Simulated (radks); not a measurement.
Results of a calculation; reference values are marked as such.
The nitrogen anion N2-, [He] 2s2 2p5, held by a Watson sphere: a shell of charge +2 at radius R that stands for the Madelung well of a crystal (potential energy -2/R inside, -2/r outside, in hartree with lengths in bohr). Level of theory: non-relativistic Kohn-Sham, LB94 model potential, spin-polarised, spherical densities, point nucleus; open shells are filled with parallel spins first (a radial shooting solver on a logarithmic mesh with Libxc functionals). Response by self-consistent Sternheimer equations with the Hartree and adiabatic LDA kernel. The sphere does not respond.

\begin{tabular}{lrrrrrrr}
R (bohr) & e(2s down) (eV) & e(2p up) (eV) & e(2p down) (eV) & <r> 2p (bohr) & sum of <r^2> (bohr^2) & X-ray form factor at sin(theta)/lambda = 0.1 1/angstrom & alpha (bohr^3) \\ \hline
1.66 & -23.794 & -13.647 & -12.814 & 1.569 & 20.38 & 7.690 & 11.58 \\
2.26 & -20.835 & -11.211 & -10.458 & 1.741 & 24.70 & 7.472 & 19.54 \\
2.37 & -20.380 & -10.816 & -10.073 & 1.770 & 25.45 & 7.438 & 21.42 \\
2.87 & -18.605 & -9.219 & -8.504 & 1.892 & 28.74 & 7.300 & 32.03 \\
3.46 & -17.016 & -7.710 & -7.007 & 2.023 & 32.45 & 7.170 & 49.98 \\
3.55 & -16.811 & -7.511 & -6.809 & 2.042 & 33.01 & 7.153 & 53.36 \\
\end{tabular}
